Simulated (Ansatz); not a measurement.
Ideal-gas functions of `P[TeH]` at 298.15 K and 1 bar, from an Ansatz frequency run at PBE0-D4/def2-TZVP.

Molar mass 161.6 g/mol, point group Cs (symmetry number 1), electronic degeneracy 1, moments of inertia 6.622, 163.521, 165.864 u Å². Harmonic wavenumbers (cm⁻¹, unscaled): 179, 336, 588, 740, 771, 1124, 2152, 2409, 2416.

Use S(trans) = R[1.5 ln M + 2.5 ln T − 1.1517]; rotational temperatures θ = 24.2544 K / I; S(rot) = R[ln(√π/σ · √(T³/θAθBθC)) + 1.5]; for each mode x = 1.438777 ν̃/T, S = R[x/(eˣ − 1) − ln(1 − e⁻ˣ)] and H = RT x/(eˣ − 1); 1 cm⁻¹ = 0.0119627 kJ/mol; R = 8.31446 J/(mol·K).

Problem. By hand: the entropy, in J/(mol·K).

Solution. Translation 172.3. Rotation: θ = 3.6627, 0.1483, 0.1462 K, giving 98.8. Vibration, mode by mode: 9.79, 5.15, 1.97, 1.10, 0.97, 0.24, 0.00, 0.00, 0.00, in all 19.2. Electronic 0.0. Sum 290.3 J/(mol·K).

Problem. By hand: H − E and G − E in kJ/mol, counted from the electronic energy.

Solution. Zero-point energy ½ × 10715 × 0.0119627 = 64.1; thermal vibration 3.5; translation, rotation and pV give 4 RT = 9.9. H − E = 77.5 kJ/mol, and G − E = 77.5 − 298.15 × 290.3/1000 = -9.1 kJ/mol.

Vibration gives 7 % of the entropy.
